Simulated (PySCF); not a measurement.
## Correlation energy of Mg⁺ (magnesium, charge +1)

[Ne] 3s1, 2S determinant. Calculation: PySCF 2.14, in x2c-QZVPPall (9s6p5d2f, 66 functions); the spin-free X2C one-electron Hamiltonian (Gaussian nucleus). Frozen: 1s2; 9 electrons correlated.

| level | correlation energy (mhartree) |
| --- | --- |
| CCSD | -263.90 |
| (T) | -2.43 |
| CCSD(T) | -266.33 |

Diagnostics: T1 = 0.0047, D1 = 0.0163, largest double amplitude 0.012.

Cost of the coupled-cluster step: about 14 core-seconds, for 9 correlated electrons.

This basis was not built for core-valence correlation, so the inner-shell part is incomplete.
